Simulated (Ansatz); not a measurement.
Gas-phase electronic energies from Ansatz, PBE0-D4/def2-TZVP geometries. CCSD(T)/CBS is the MP2 limit (def2-TZVPP, def2-QZVPP) plus CCSD(T) − MP2 in def2-TZVPP, frozen cores. This one scheme is used for every species. Functionals use def2-TZVPP. B3LYP here is the variant with VWN-RPA as its local correlation; programs differ in this.

`F[C@H]1S[Si@@H]1F` + CH₄ → `C[Si@H]1S[C@H]1F` + H–F  (formal exchange of groups at the Si–F bond)

Question: Is it downhill or uphill in electronic energy at CCSD(T)/CBS, and by how much? (An estimate is asked.)

Answer: The calculation gave: Uphill: ΔE = +125.7 kJ/mol.

Question: What do these levels give: r2SCAN-D4, PBE0-D4, B3LYP-D4, ωB97X-V, ωB97M-V, PBE, MP2/def2-TZVPP, SCS-MP2/def2-TZVPP, CCSD/def2-TZVPP, CCSD(T)/def2-TZVPP, MP2/CBS(def2), CCSD/CBS(def2)? (Best estimate.)

Answer: Ansatz gave: r2SCAN-D4 133.9, PBE0-D4 120.7, B3LYP-D4 133.8, ωB97X-V 130.8, ωB97M-V 130.1, PBE 125.7, MP2/def2-TZVPP 125.7, SCS-MP2/def2-TZVPP 132.1, CCSD/def2-TZVPP 129.7, CCSD(T)/def2-TZVPP 127.2, MP2/CBS(def2) 124.3, CCSD/CBS(def2) 128.2 kJ/mol.

Largest T1 diagnostic among the species: 0.013.

In def2-TZVPP, CCSD(T) changes the Hartree–Fock value by −21.9 kJ/mol (the triples alone add −2.6 kJ/mol) and MP2 by −23.4 kJ/mol. The D4 term adds −6.9 kJ/mol with B3LYP and −3.9 kJ/mol with PBE0; it sums over pairs of atoms, weighted by their polarisabilities, and B3LYP, whose exchange is more repulsive, gets the larger term.
